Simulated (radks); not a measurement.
The numbers below are computed, except where a source is named.
Tl+, 80 electrons, occupied as [Hg]. Level of theory: scalar-relativistic Kohn-Sham, B86b exchange with PBE correlation, spin-polarised, spherical densities, finite nucleus; Fermi nuclear charge, rms radius 5.4759 fm (a radial shooting solver on a logarithmic mesh with Libxc functionals). Some entries of the table are withheld. Estimate them.

| orbital | occ. | eigenvalue (eV) | r(max) (bohr) | <r^2> (bohr^2) |
|---|---|---|---|---|
| 1s | 2 | (1) | 0.01003 | 0.0003690 |
| 2s | 2 | -15247.22 | 0.05815 | 0.005606 |
| 2p | 6 | -13119.82 | 0.04832 | 0.004755 |
| 3s | 2 | -3645.084 | 0.1639 | 0.03607 |
| 3p | 6 | -3032.412 | 0.1638 | 0.03727 |
| 3d | 10 | -2396.315 | 0.1334 | 0.03088 |
| 4s | 2 | -819.2420 | 0.3689 | 0.1731 |
| 4p | 6 | -618.3183 | 0.3889 | 0.1981 |
| 4d | 10 | -382.3881 | 0.3954 | 0.2232 |
| 5s | 2 | -138.2070 | 0.8080 | 0.8628 |
| 4f | 14 | -121.3467 | 0.3580 | 0.2629 |
| 5p | 6 | -83.4226 | 0.9046 | 1.147 |
| 5d | 10 | -22.7792 | 1.115 | 2.242 |
| 6s | 2 | -16.3273 | (2) | 6.450 |

Answer. 
(1) 1s eigenvalue (eV): -85594.84
(2) 6s r(max) (bohr): 2.047
